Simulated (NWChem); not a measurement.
System: C4H5O2, doublet; SMILES CC(=O)C=[C]O

NWChem input:

```
start job
memory heap 200 mb stack 900 mb global 1100 mb
geometry units angstroms noautosym nocenter noautoz
  C      1.423868     0.632701     0.001793
  C     -0.041301     0.995007     0.000882
  O     -0.414809     2.147185    -0.000114
  C     -1.043712    -0.104445     0.000974
  C     -0.798113    -1.413404    -0.000169
  O      0.303707    -2.127004    -0.000224
  H      1.674848     0.021650     0.882135
  H      2.016186     1.555730     0.006195
  H      1.676996     0.028923    -0.882980
  H     -2.084667     0.228679     0.001221
  H      0.097331    -3.070379    -0.003521
end
basis spherical
  C library 6-31g*
  O library 6-31g*
  H library 6-31g*
end
dft
  odft
  mult 2
  xc hfexch
  iterations 150
end
property
  efieldgrad
end
task dft property
```

Excerpt of the output:

```
             Northwest Computational Chemistry Package (NWChem) 7.3.0
             --------------------------------------------------------

                             Geometry "geometry" -> ""
                             -------------------------

 Output coordinates in angstroms (scale by  1.889725989 to convert to a.u.)

  No.       Tag          Charge          X              Y              Z
 ---- ---------------- ---------- -------------- -------------- --------------
    1 C                    6.0000     1.42386800     0.63270100     0.00179300
    2 C                    6.0000    -0.04130100     0.99500700     0.00088200
    3 O                    8.0000    -0.41480900     2.14718500    -0.00011400
    4 C                    6.0000    -1.04371200    -0.10444500     0.00097400
    5 C                    6.0000    -0.79811300    -1.41340400    -0.00016900
    6 O                    8.0000     0.30370700    -2.12700400    -0.00022400
    7 H                    1.0000     1.67484800     0.02165000     0.88213500
    8 H                    1.0000     2.01618600     1.55573000     0.00619500
    9 H                    1.0000     1.67699600     0.02892300    -0.88298000
   10 H                    1.0000    -2.08466700     0.22867900     0.00122100
   11 H                    1.0000     0.09733100    -3.07037900    -0.00352100

 Effective nuclear repulsion energy (a.u.)     213.5076244640

  xc_inp: hfexch multiplicative factor not found.
                              NWChem Property Module
                              ----------------------

  itol2e modified to match energy
  convergence criterion.

                                 NWChem DFT Module
                                 -----------------

 Summary of "ao basis" -> "ao basis" (spherical)
 ------------------------------------------------------------------------------
       Tag                 Description            Shells   Functions and Types
 ---------------- ------------------------------  ------  ---------------------
 C                           6-31g*                  6       14   3s2p1d
 O                           6-31g*                  6       14   3s2p1d
 H                           6-31g*                  2        2   2s

  itol2e modified to match energy
  convergence criterion.

            General Information
            -------------------
          SCF calculation type: DFT
          Wavefunction type:  spin polarized.
          No. of atoms     :    11
          No. of electrons :    45
           Alpha electrons :    23
            Beta electrons :    22
          Charge           :     0
          Spin multiplicity:     2
          Use of symmetry is: off; symmetry adaption is: off
          Maximum number of iterations: 150
          AO basis - number of functions:    94
                     number of shells:    46
          Convergence on energy requested:  1.00D-07
          Convergence on density requested:  1.00D-05
          Convergence on gradient requested:  5.00D-04

              XC Information
              --------------
                     Hartree-Fock (Exact) Exchange  1.000

      Superposition of Atomic Density Guess
      -------------------------------------

 Sum of atomic energies:        -302.64088375

      Non-variational initial energy
      ------------------------------

 Total energy =    -305.679541
 1-e energy   =    -834.575564
 2-e energy   =     315.388398
 HOMO         =      -0.133061
 LUMO         =      -0.008996

[...]

          -----------------------
          Electric field gradient
          -----------------------

 1 a.u. = 0.324123 10**(16) esu/cm**3  ( or statvolts/cm**2 ) = 0.97174 10**(22) v/m**2

 ------------------------------------------------------------
   Atom      X         Y         Z
 ------------------------------------------------------------
    1 C    2.69072   1.19563   0.00339
 ------------------------------------------------------------

 Electric field gradient in molecular frame (a.u.)
         XX             YY             ZZ             XY             XZ             YZ
 ------------------------------------------------------------------------------------------
       -0.049279       0.054219      -0.004940       0.003571      -0.000075       0.000005

 Principal components (a.u.) and orientation
 of principal axis w.r.t. absolute frame                      Asymmetry parameter eta
 --------------------------------------------------------------------------------------
        0.054342      -0.049402      -0.004940                       0.818179

        0.034445       0.999405      -0.001686
        0.999407      -0.034445       0.000023
        0.000035       0.001686       0.999999

 ------------------------------------------------------------
   Atom      X         Y         Z
 ------------------------------------------------------------
    2 C   -0.07805   1.88029   0.00167
 ------------------------------------------------------------

 Electric field gradient in molecular frame (a.u.)
         XX             YY             ZZ             XY             XZ             YZ
 ------------------------------------------------------------------------------------------
        0.300221       0.256620      -0.556841      -0.027445       0.000539      -0.000531

 Principal components (a.u.) and orientation
 of principal axis w.r.t. absolute frame                      Asymmetry parameter eta
 --------------------------------------------------------------------------------------
       -0.556841       0.313471       0.243370                       0.125890

       -0.000609       0.900548       0.434756
        0.000632      -0.434755       0.900548
        1.000000       0.000823      -0.000305

 ------------------------------------------------------------
   Atom      X         Y         Z
 ------------------------------------------------------------
    3 O   -0.78388   4.05759  -0.00022
 ------------------------------------------------------------

 Electric field gradient in molecular frame (a.u.)
         XX             YY             ZZ             XY             XZ             YZ
 ------------------------------------------------------------------------------------------
        1.818508      -0.386024      -1.432484       0.778524       0.001620      -0.000182

 Principal components (a.u.) and orientation
 of principal axis w.r.t. absolute frame                      Asymmetry parameter eta
 --------------------------------------------------------------------------------------
        2.065720      -1.432485      -0.633235                       0.386911

        0.953103      -0.000657      -0.302647
        0.302647       0.000663       0.953102
        0.000426       1.000000      -0.000831

 ------------------------------------------------------------
   Atom      X         Y         Z
 ------------------------------------------------------------
    4 C   -1.97233  -0.19737   0.00184
 ------------------------------------------------------------

 Electric field gradient in molecular frame (a.u.)
         XX             YY             ZZ             XY             XZ             YZ
 ------------------------------------------------------------------------------------------
        0.061767       0.035353      -0.097120      -0.031130      -0.000005       0.000036

 Principal components (a.u.) and orientation
 of principal axis w.r.t. absolute frame                      Asymmetry parameter eta
 --------------------------------------------------------------------------------------
       -0.097120       0.082376       0.014744                       0.696374

       -0.000024       0.833831       0.552020
       -0.000278      -0.552020       0.833831
        1.000000      -0.000133       0.000245

 ------------------------------------------------------------
   Atom      X         Y         Z
 ------------------------------------------------------------
    5 C   -1.50821  -2.67095  -0.00032
 ------------------------------------------------------------

 Electric field gradient in molecular frame (a.u.)
         XX             YY             ZZ             XY             XZ             YZ
 ------------------------------------------------------------------------------------------
       -0.124094       0.289990      -0.165897       0.070323       0.000106       0.000434

 Principal components (a.u.) and orientation
 of principal axis w.r.t. absolute frame                      Asymmetry parameter eta
 --------------------------------------------------------------------------------------
        0.301608      -0.165897      -0.135711                       0.100085

        0.162984      -0.001277       0.986628
        0.986628      -0.000755      -0.162985
        0.000953       0.999999       0.001137

 ------------------------------------------------------------
   Atom      X         Y         Z
 ------------------------------------------------------------
    6 O    0.57392  -4.01945  -0.00042
 ------------------------------------------------------------

 Electric field gradient in molecular frame (a.u.)
         XX             YY             ZZ             XY             XZ             YZ
 ------------------------------------------------------------------------------------------
       -0.247649      -1.367996       1.615645       0.608237      -0.001878      -0.008045

[...]
```

Level: UHF/6-31G* (spherical d). The geometry was optimised at PBE0/def2-SVP, spin-unrestricted. No frequency run checked for a minimum. The determinant is spin-contaminated (<S²> = 1.01). No stability test was run on the SCF state. NWChem prints the field gradient with the sign opposite to the second derivative of the potential.
